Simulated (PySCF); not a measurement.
Si(F)(OH)(OMe)(NH2) (CH6FNO2Si), SMILES CO[Si](N)(O)F.

Coordinates come from a PBE0-D3(BJ)/def2-SVP optimisation. This is a generated structure with no PubChem entry under its InChIKey; it may be hypothetical. The values are those of a single conformer.

Method: TDA-PBE/def2-SVPD (PySCF).

Vertical excitations. Isolated molecule, no solvent.

```
state  energy (eV)  λ (nm)      f          main pairs
-----  -----------  ------  -----  ------------------
S1            6.02     206  0.031      HOMO→LUMO 99 %
S2            6.34     196  0.009    HOMO−1→LUMO 99 %
S3            6.93     179  0.011    HOMO−2→LUMO 99 %
S4            6.99     177  0.022    HOMO→LUMO+1 97 %
S5            7.24     171  0.006    HOMO→LUMO+2 98 %
S6            7.30     170  0.008  HOMO−1→LUMO+1 98 %
S7            7.50     165  0.026    HOMO−3→LUMO 99 %
S8            7.59     163  0.014  HOMO−1→LUMO+2 99 %
S9            7.79     159  0.005    HOMO→LUMO+3 98 %
S10           7.90     157  0.011  HOMO−2→LUMO+1 96 %
T1            5.81     213      0      HOMO→LUMO 99 %
T2            6.23     199      0    HOMO−1→LUMO 99 %
T3            6.78     183      0    HOMO→LUMO+1 97 %
T4            6.83     181      0    HOMO−2→LUMO 99 %
```
Triplets are in the Tamm–Dancoff approximation.
